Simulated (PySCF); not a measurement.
Problem. Write a Z-matrix for `N#C[SiH][TeH]` [radical] as optimised with PBE0-D3(BJ)/def2-SVP. (Doublet state.)

Solution. 
Z-matrix in Å and degrees, rows numbered from 1:
```
N 
C   1  1.1629
Si  2  1.8477  1  174.96
Te  3  2.4824  2  110.71  1  -108.23
H   3  1.4936  2  107.88  1   133.90
H   4  1.6645  3   90.88  2    49.83
```

Si3 (silicon bonded to C, Te and H) is pyramidal (angles 110.7°, 107.9° and 107.9°, sum 326.5°, 0.64 Å off the plane of its three neighbours). Te4 (tellurium bonded to Si and H) is bent (angle 90.9°).

Computed, not measured: PBE0-D3(BJ)/def2-SVP geometry optimisation, gas phase, def2 core potentials past Kr (PySCF 2.14.0).

PBE0-D3(BJ)/def2-SVP frequencies: not computed here. ⟨S²⟩ = 0.756 (exact for a doublet: 0.75). Torsions: C2–Si3–Te4–H 50°.

One conformer stands for the species.

***

Problem. Give a PBE0-D3(BJ)/def2-TZVP geometry of `NS` (thiohydroxylamine).

Solution. 
```xyz
5
H3NS angstrom
N     -0.5286    0.1398    0.1581
S      0.9323   -0.4522   -0.4887
H     -1.0556   -0.6024    0.5957
H     -1.0853    0.5859   -0.5569
H      1.7707    0.2953    0.2542
```

Orientation and origin are arbitrary. Atoms count from 1 in this order. N1 (nitrogen bonded to S and 2 H) is pyramidal (angles 110.9°, 110.9° and 110.1°, sum 331.9°, 0.36 Å off the plane of its three neighbours).

Bonds between heavy atoms (Å): N1–S2 1.704.

Theory: PySCF 2.14.0, PBE0-D3(BJ)/def2-TZVP geometry optimisation, gas phase.

Point group: Cs (every atom within 0.08 Å of its image). Whether it is a minimum is left open (no frequencies). The numbers are those of one conformer (H–N1–S2–H -119° and 118°).
